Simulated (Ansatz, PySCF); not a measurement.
CH₅FS₂Si (SMILES C[Si](F)(S)S), singlet, geometry from GFN2-xTB. Base run: PySCF with CASSCF(6,6)/6-31G.

The PySCF input:
```python
from pyscf import gto, scf, mcscf
import numpy

mol = gto.M(
    atom='''
C     1.81175633   -1.09051454    0.27013772
Si    0.21759818   -0.08663033    0.25859588
F    -0.08524082    0.46245363    1.74180321
S     0.45528736    1.62735223   -1.02153377
S    -1.55553932   -1.21530765   -0.20333868
H     1.70741809   -1.97384945    0.89353186
H     2.08767792   -1.41507650   -0.72860959
H     2.63134014   -0.49595235    0.66270336
H    -0.66678759    2.22539090   -0.64784963
H    -1.30536228   -1.33939676   -1.49921436
''',
    basis='6-31g',
    verbose=3,
)

mf = scf.RHF(mol)
mf.kernel()
mc = mcscf.CASSCF(mf, 6, 6)
mc.fix_spin_(ss=0.0)
mc.kernel()
occ = numpy.linalg.eigvalsh(mc.fcisolver.make_rdm1(mc.ci, mc.ncas, mc.nelecas))[::-1]
ss = mc.fcisolver.spin_square(mc.ci, mc.ncas, mc.nelecas)[0]
print('natural occupations', occ.round(4), ' <S^2>', round(ss, 4))
```

Programs used: Ansatz (a quantum-chemistry and plane-wave program), PySCF; a row that names a program was run with it.

Each row names what was changed in the base input (with any setting that the change needs).

```
change                                                ΔE vs base (kcal/mol)                           natural occupations  <S^2> of the state
----------------------------------------------------  ---------------------  --------------------------------------------  ------------------
base                                                                  0.000                 1.99 1.98 1.97 0.03 0.02 0.01                0.00
active space = 10 electrons, 9 orbitals                               -9.26  2.00 1.99 1.98 1.98 1.97 0.03 0.03 0.02 0.01                0.00
code = ansatz; correction = SC-NEVPT2, all electrons                 -217.0                                             -                   -
active space = 8 electrons, 7 orbitals                                 5.38            2.00 1.99 1.98 1.98 0.03 0.02 0.01                0.00
correction = SC-NEVPT2                                               -214.5                 1.99 1.98 1.97 0.03 0.02 0.01                0.00
orbitals = fixed (CASCI)                                              24.45                 2.00 2.00 2.00 0.01 0.00 0.00                0.00
start = MP2 natural orbitals                                         -32.80                 1.98 1.98 1.98 0.02 0.02 0.02                0.00
active space = 2 electrons, 4 orbitals                                18.88                           1.98 0.02 0.00 0.00                0.00
solver = newton                                                       -3.64                 1.98 1.97 1.97 0.03 0.03 0.02                0.00
active space = 6 electrons, 4 orbitals                                18.75                           2.00 2.00 1.98 0.02                0.00
orbitals = fixed (CASCI); correction = SC-NEVPT2                     -213.0                 2.00 2.00 2.00 0.01 0.00 0.00                0.00
```

Active orbitals are taken around the Fermi level unless the row says otherwise; CASSCF can end in different local minima, and two programs can end on different orbitals. State-averaged rows give the lowest state.

Ansatz warned in this series: other orbitals give a lower active-space energy.
